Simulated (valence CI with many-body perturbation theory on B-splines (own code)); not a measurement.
The numbers below are computed, except where a source is named.
Assign the levels of Mo XXI

Method: relativistic CI+MBPT: four valence electrons over a frozen Dirac-Fock core [Ar], a basis of 7 s, 7 p, 8 d, 6 f, 4 g, 1 h functions for each j, with the one-electron correlation potential Σ1, the two-electron term Σ2, the three-electron term Σ3, Breit, model QED; selected CI, second order for the rest, scaled by the run's own slope (own B-spline code, finite nucleus).

No measured spectrum was set against this ion. As an estimate, terms of the open shell hold to 2 to 4 % of their energy, and close levels can change places. Only levels of the ground parity were solved; by the run's estimate the other parity begins above the list, which can be wrong where configurations are misplaced.

```
No.  J  Parity  E (cm⁻¹)      g
  2  1    even     10188  1.497
  3  2    even     20813  1.486
  4  3    even     30409  1.476
  5  4    even     38494  1.456
  9  1    even     94922  1.428
 10  5    even     95026  1.065
 11  2    even     97957  0.742
 12  6    even    102490  1.135
 18  5    even    134490  1.164
 20  6    even    145500  1.027
 21  1    even    146760  0.579
```

Energies count from the lowest level. Strongly mixed levels and levels close to another of their J and parity, and those with J = 0 are left out, so the numbers can have gaps.

Give configuration and LS term of each level.

2: 3d4 5D; 3: 3d4 5D; 4: 3d4 5D; 5: 3d4 5D; 9: 3d4 3P; 10: 3d4 3H; 11: 3d4 3F; 12: 3d4 3H; 18: 3d4 3G; 20: 3d4 1I; 21: 3d4 3D.
